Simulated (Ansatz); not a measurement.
```xyz
7

O     0.885   -2.333   -1.677
C     0.580   -1.479   -0.951
N     0.279   -0.619   -0.178
Si   -0.294    0.784    0.578
F    -0.975    1.725   -0.510
H    -1.320    0.410    1.570
H     0.845    1.512    1.168
```

Total charge 0; spin multiplicity 1.

(1) List the ωB97M-V/def2-TZVPP orbital energies in eV (Ansatz). (Estimate.)

## Answers

(1) The calculation gave: Occupied: -1808.81, -677.77, -527.69, -395.41, -285.81, -149.71, -103.87, -103.83, -103.78, -36.37, -34.15, -29.38, -20.71, -17.56, -17.02, -16.38, -16.33, -15.65, -15.59, -14.24, -12.86, -11.66, -11.16. Lowest empty: 1.56, 2.11, 2.87, 3.44, 3.67, 3.90, 4.17, 5.89.
